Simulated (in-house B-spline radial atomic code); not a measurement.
Configurations of Ti III (Ti2+), with energies counted from [Ar] 3d2. Computed with a radial B-spline atomic code at the basis-set limit: non-relativistic PW91, spin-polarised, spherical fractional occupations, point nucleus. Shells without spins written out take the highest spin.

Occupations are held fixed; configurations that lie above the ionisation limit could autoionise.

```tsv
configuration	E - E(ref) (eV)	highest orbital	its <r> (bohr)
[Ar] 3d(1 up, 0 down) 4s(0 up, 1 down)	5.0991	4s down	2.824
[Ar] 3d1 4p1	9.5814	4p up	3.212
[Ar] 3d(0 up, 1 down) 4f(0 up, 1 down)	19.791	4f down	5.711
[Ne] 3s2 3p5 3d3	32.002	3d up	1.361
[Ne] 3s2 3p(3 up, 2 down) 3d(1 up, 2 down)	35.794	3d down	1.394
```

Q: Order these further configurations by energy, lowest first.
A. [Ar] 3d1 4s1
B. [Ne] 3s2 3p5 3d2 4s1
C. [Ne] 3s2 3p5 3d2 4d1
D. [Ne] 3s2 3p5 3d2 4p1
E. [Ar] 3d(1 up, 0 down) 4d(1 up, 0 down)

A: A (4.7509 eV), E (15.981 eV), B (38.036 eV), D (42.993 eV), C (49.562 eV).

Q: How far above the reference does [Ne] 3s2 3p5 3d2 4f1 lie?

A: 53.496 eV; its least bound orbital is 4f up with <r> = 5.669 bohr.
